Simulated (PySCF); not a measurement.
Species: C₄H₃F₅S.
Numbering: `[F:1][C:2]([F:3])([F:4])[C:5]([F:6])([F:7])[CH2:8][CH:9]=[S:10]` (hydrogens: H11, H12 on C8; H13 on C9)

The calculation used TDDFT PBE0/def2-SVPD, vertical, gas phase, core orbitals frozen in the response in PySCF 2.14.0, density-fitted response routines. Geometry: GFN2-xTB, one conformer, isolated molecule. Torsions of this conformer, `[F:1][C:2]([F:3])([F:4])[C:5]([F:6])([F:7])[CH2:8][CH:9]=[S:10]`: F1–C2–C5–F6 -56°, C2–C5–C8–C9 -61°, C5–C8–C9–S10 135°.

What does the calculation give for the low-lying excited states?

```json
{"state": "S1", "E (eV)": "2.38", "E (hartree)": "0.0874", "f": "0.0000", "|μ| (D)": "0.04", "main configurations (H = HOMO, L = LUMO)": "H→L (100%)"}
{"state": "S2", "E (eV)": "6.03", "E (hartree)": "0.2216", "f": "0.244", "|μ| (D)": "3.26", "main configurations (H = HOMO, L = LUMO)": "H-1→L (89%)"}
{"state": "S3", "E (eV)": "6.43", "E (hartree)": "0.2365", "f": "0.052", "|μ| (D)": "1.46", "main configurations (H = HOMO, L = LUMO)": "H→L+1 (78%), H-2→L (11%)"}
{"state": "S4", "E (eV)": "6.47", "E (hartree)": "0.2379", "f": "0.018", "|μ| (D)": "0.86", "main configurations (H = HOMO, L = LUMO)": "H-2→L (61%), H-3→L (22%), H→L+1 (11%)"}
{"state": "S5", "E (eV)": "6.88", "E (hartree)": "0.2530", "f": "0.045", "|μ| (D)": "1.32", "main configurations (H = HOMO, L = LUMO)": "H→L+2 (44%), H→L+4 (29%), H→L+3 (23%)"}
{"state": "S6", "E (eV)": "7.10", "E (hartree)": "0.2610", "f": "0.0058", "|μ| (D)": "0.47", "main configurations (H = HOMO, L = LUMO)": "H→L+4 (57%), H→L+2 (26%), H→L+5 (10%)"}
```

Triplets, Tamm–Dancoff:

```tsv
state	E (eV)	λ (nm)	main configurations (H = HOMO, L = LUMO)
T1	1.83	678.2	H→L (99%)
T2	3.23	383.9	H-1→L (96%)
```

The lowest singlet lies at 2.38 eV (521 nm, visible) and is dark (f under 0.0005); its leading configuration is HOMO→LUMO (100%). The strongest level in the table is S2 at 6.03 eV (206 nm, f = 0.244). S1 has the pattern of n→π* at C=S. The oscillator strengths of these states sum to 0.365; summed over the whole spectrum of an exact calculation they would give the number of electrons, 88 (Thomas–Reiche–Kuhn). The listed states span 4.72 eV, and the widest gap between neighbours is 3.65 eV (S1 to S2). Orbital energies (eV): HOMO-3 -11.42, HOMO-2 -10.79, HOMO-1 -9.23, HOMO -7.08, LUMO -2.86, LUMO+1 0.52, LUMO+2 0.92. S1 lies in the visible range (380 to 750 nm), at 521 nm, dark in the vertical dipole picture (f under 0.0005); light of that wavelength is green, and its complementary colour is purple; a Tamm–Dancoff triplet lies at 678 nm, without intensity as long as spin–orbit coupling is left out. Singlets were solved by full linear response, triplets in the Tamm–Dancoff approximation.

Time: 55 s wall (with the writing of density and orbital grids); peak memory 0.95 GiB. Hardware: Intel Xeon Platinum 8488C, one thread, on a shared host.
